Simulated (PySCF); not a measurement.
# Relaxation of singlet SnH₄

Computed with PBE0 in PySCF with Sn x2c-TZVPall, H x2c-TZVPall; spin-free X2C, no spin–orbit coupling; density-fitted integrals. A (50,194) grid was used.

A start displaced from a saddle point along its imaginary mode, of D2d symmetry, held to at least that symmetry:

```xyz
5
charge 0 multiplicity 1, angstrom
Sn    0.0000    0.0000    0.0000
H     1.7975    0.0000   -0.1200
H     0.0000    1.7975    0.1200
H    -1.7975    0.0000   -0.1200
H     0.0000   -1.7975    0.1200
```

Q: What forces act on the atoms at the start (eV/Å)?

A: 
```csv
atom,Fx,Fy,Fz
Sn1,0.00,0.00,0.00
H2,-0.34,0.00,-1.00
H3,0.00,-0.34,1.00
H4,0.34,0.00,-1.00
H5,0.00,0.34,1.00
```

Q: What does it relax to?

A: It ends at Td with Sn–H 1.706 Å (×4); H–Sn–H 109.5° (×6). A frequency run shows a minimum.

Q: How much energy is released, and in how many steps?

A: 295.8 kJ/mol in 7 steps.

The relaxation took roughly 40 core-seconds on a shared host.
